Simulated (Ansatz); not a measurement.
Job for Ansatz (a program for electronic structure): R-wB97M-V/def2-TZVPP on H2INTe (SMILES N[Te]I), a point of a torsion scan. Elements past Kr take the def2 small-core potentials; no spin–orbit coupling.

Ansatz 0.2 input:
```yaml
crystal:
  periodic: [false, false, false]
  atoms:
    - {symbol: N, position_ang: [-0.90828261, 0.02615302, 0.12496115]}
    - {symbol: Te, position_ang: [0.47763252, 1.42708653, -0.25216746]}
    - {symbol: I, position_ang: [0.90828675, 1.07471337, -2.89472440]}
    - {symbol: H, position_ang: [-0.63168608, -0.92533127, -0.06621466]}
    - {symbol: H, position_ang: [-1.81337637, 0.18692017, -0.29232173]}
basis:
  gaussian:
    orbitals: def2-TZVPP
hamiltonian:
  xc: {name: wB97M-V}
scf: {lower_state_search: off}
```

The log:

```
WARN ansatz: RAYON_NUM_THREADS=1 ignored (pool sized by the plan → 1); use --threads N
Functional definition: wB97M-V
these checks for a lower state are left out or cut short: stability, starts, cluster_reference, orbital_swaps, neighbouring_geometries, increment
integrals: 0.10 GiB planned
1073 factors; their error is unknown
integrals: 0.14 GiB planned
224 factors; integrals over basis functions are off by at most 6.1e-5 eV
mean field: 0.88 GiB planned
mean field evaluation 1: about -16912.5149 eV, gradient 4.5e1 eV
mean field evaluation 2: about -16910.1576 eV, gradient 5.5e1 eV
mean field evaluation 4: about -16916.2915 eV, gradient 2.1e0 eV
mean field evaluation 8: about -16916.3013 eV, gradient 5.1e-2 eV
mean field evaluation 16: about -16916.5017 eV, gradient 2.8e-4 eV
mean field -16916.50174293 eV, -621.6699726360 hartree, gradient 2.2e-6 eV, S^2 0.000000; 0 other end points of the search recorded, 0 dependent functions left out
reference -16916.50178259 eV, -621.6699740935 hartree; 29, 29 occupied and 130, 130 virtual orbitals, 1073 factors
Total energy: -16916.50178259 eV, -621.6699740935 hartree
Checks for a lower state left out: stability, starts, cluster_reference, orbital_swaps, neighbouring_geometries, increment
```

Self-consistency was reached.

Cost: about 6 core-seconds (a rough figure).
